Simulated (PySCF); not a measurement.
C4H11NSi, SMILES CNC1([SiH3])CC1. Geometry optimised at B3LYP-D3(BJ)/def2-SVP. The structure was generated by enumeration, and PubChem lists no compound with its InChIKey, so it may never have been made. One conformer was computed; it need not be the lowest.

Method: B3LYP-D3(BJ)/def2-SVP (PySCF).

Harmonic wavenumbers (cm⁻¹): 86, 137, 193, 210, 236, 268, 349, 458, 551, 637, 665, 736, 784, 859, 910, 931, 944, 954, 959, 982, 1051, 1075, 1114, 1149, 1172, 1188, 1239, 1297, 1424, 1437, 1453, 1474, 1478, 1501, 2202, 2211, 2214, 2950, 3061, 3110, 3120, 3124, 3214, 3223, 3522. Rotational constants (GHz): 3.133, 2.629, 1.744; symmetry number 1.

### Question
Work out the zero-point energy and the ideal-gas rigid-rotor harmonic-oscillator thermochemistry at 298.15 K and 1 atm.

### Answer
ZPE = ½ Σ hcν = ½ × 61854 cm⁻¹ = 369.97 kJ/mol. H − E(el) = 393.82 kJ/mol. Entropy in J/(mol K): translation 166.33, rotation 115.08, vibration 80.97, total 362.39. G − E(el) = 285.77 kJ/mol. Cp = 133.90 J/(mol K). Modes under 150 cm⁻¹ make the vibrational entropy uncertain.
